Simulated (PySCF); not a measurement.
# Ru⁴²⁺ (ruthenium, charge +42): UHF calculation

Configuration: 1s2, closed-shell 1S. All numbers are calculated (PySCF 2.14, the non-relativistic Hamiltonian (point nucleus), in an uncontracted even-tempered set (15 s from 76 bohr⁻², ratio 2.2; 7 p from 110 bohr⁻², ratio 2.4; 4 d from 340 bohr⁻², ratio 2.4; 3 f from 520 bohr⁻², ratio 2.4; 3 g from 770 bohr⁻², ratio 2.4)).

```
Total energy                                     : -1908.610195 hartree
One-electron energy                              : -1935.8881 hartree
Hartree (Coulomb) energy                         : 54.5558 hartree
Exchange energy                                  : -27.2779 hartree
Kinetic energy                                   : 1908.60789 hartree
⟨S²⟩                                             : 0.0000
⟨L²⟩                                             : 0.000
Sum of ⟨r⟩                                       : 0.06877 bohr
Sum of ⟨r²⟩                                      : 0.003156 bohr²
Density at the nucleus (Gaussians lack the cusp) : 52800 bohr⁻³
```

```
shell  electrons  mean orbital energy (eV)  rms radius, mean of both spins (bohr)
   1s          2                  -25596.8                                 0.0397
```

A non-relativistic calculation at this Z misses sizeable relativistic shifts.
